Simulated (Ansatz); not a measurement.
WH₆, SMILES [WH6], multiplicity 1. Atoms are numbered in the order given.

```xyz
7

W      0.0000     0.0000     0.0000
H      0.0000    -1.8074     0.0000
H     -1.8074     0.0000     0.0000
H      1.8074     0.0000     0.0000
H      0.0000     0.0000    -1.8074
H      0.0000     0.0000     1.8074
H      0.0000     1.8074     0.0000
```

Geometry optimised at B3LYP-D3(BJ)/def2-TZVP. The multiplicity is an assumed one; other spin states were not compared. The def2 effective core potentials stand for the cores of W; spin–orbit coupling is left out.

Two levels are set side by side: PBE-D3(BJ)/def2-TZVP (Ansatz, a quantum-chemistry and plane-wave program) and B3LYP-D3(BJ)/def2-TZVP (Ansatz). Each level has its own optimised geometry; the coordinates shown are those of the second. Differences are taken from unrounded values.

```
quantity              B3LYP-D3(BJ)
--------------------  ------------
mean bond length (Å)         1.807
bond W1–H2 (Å)               1.807
bond W1–H3 (Å)               1.807
bond W1–H4 (Å)               1.807
bond W1–H5 (Å)               1.807
bond W1–H6 (Å)               1.807
bond W1–H7 (Å)               1.807
```

Task: What does PBE-D3(BJ) give, and how far is it from B3LYP-D3(BJ)? (The exact figures need the calculation; the answer reports its results.)

Result: 
```csv
quantity,PBE-D3(BJ),PBE-D3(BJ) minus B3LYP-D3(BJ)
mean bond length (Å),1.821,0.014
bond W1–H2 (Å),1.821,0.014
bond W1–H3 (Å),1.821,0.014
bond W1–H4 (Å),1.821,0.014
bond W1–H5 (Å),1.821,0.014
bond W1–H6 (Å),1.821,0.014
bond W1–H7 (Å),1.821,0.014
```

GGA bonds tend to be longer and softer than those of functionals with exact exchange. Differences between two approximate levels are no errors against the true value.
